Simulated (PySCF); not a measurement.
**CaI₂: one-bond stretch**

Method: PySCF, BP86, basis Ca def2-TZVP, I def2-TZVP with ECP28 (scalar-relativistic core potentials, no spin–orbit coupling, density fitting).

Rigid scan from the singlet minimum (Ca–I 2.831 Å (×2); I–Ca–I 180.0°). Coordinate: the bond from Ca to the last atom (I) scaled, the rest fixed. Energies in kJ/mol from the minimum.

```
scale of one bond  E (kJ/mol)  dipole size (D)
             0.96         4.5             0.63
             1.00         0.0             0.00
             1.05         5.3             0.80
             1.12        24.8             1.92
             1.20        55.4             3.18
             1.35       117.6             5.42
             1.55       190.8                –
             1.80       255.6                –
             2.20       308.4                –
```

Other isomers or separated fragments may lie lower.
